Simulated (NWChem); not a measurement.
System: CH6N cation; SMILES C[NH3+]

NWChem input:

```
start job
memory heap 200 mb stack 900 mb global 1100 mb
charge 1
geometry units angstroms noautosym nocenter noautoz
  C      0.000000     0.000000     0.814573
  N      0.000000     0.000000    -0.702497
  H     -1.016838     0.195558     1.154755
  H      0.677777     0.782828     1.154755
  H      0.339061    -0.978386     1.154755
  H     -0.625345    -0.723642    -1.080310
  H      0.939365    -0.179744    -1.080310
  H     -0.314020     0.903386    -1.080310
end
basis spherical
  * library def2-svp
end
dft
  xc xpbe96 cpbe96
  iterations 150
end
cosmo
  dielec 11.7
end
task dft energy
```

Structure relaxed at the B3LYP/6-31G* (spherical d) level.

Level: PBE/def2-SVP with COSMO at NWChem's default radii, gas-phase geometry; the question gives the dielectric constant. Reactions with the solvent are ignored.

Problem. Give the results of this calculation. (PBE/def2-SVP, COSMO on the gas-phase geometry.) Quantities: electrostatic solvation energy (kcal/mol).

Solution. 
```
Property                                   Value
-----------------------------------------  -----
electrostatic solvation energy (kcal/mol)  -68.7
```
